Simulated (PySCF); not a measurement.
Method: PySCF 2.14.0 with TPSSh-D3(BJ)/def2-TZVP // r2SCAN-D4/def2-SVP. Isolated molecules, 0 K electronic values unless said otherwise. 

Reference species: [Zn(Cl)(Br)] (neutral, multiplicity 1).

```json
{
 "charge on the central atom (meta-Löwdin)": "1.21 e",
 "charge on the central atom (Mulliken)": "0.58 e",
 "coordination_number": "2",
 "LUMO": "-2.09 eV"
}
```

Changed species: [Zn(Cl)2] (0 of 2 Cl replaced by Br; the reference has 1 of 2 Cl replaced by Br).

Problem. What does the change do to the charge on the central atom (meta-Löwdin), charge on the central atom (Mulliken), coordination number and LUMO?

Solution. the charge on the central atom (meta-Löwdin) goes up by 0.03 e, to 1.24 e; the charge on the central atom (Mulliken) increases by 0.04 e, to 0.62 e; the coordination number hardly moves; the LUMO goes up by 0.03 eV, to -2.06 eV.
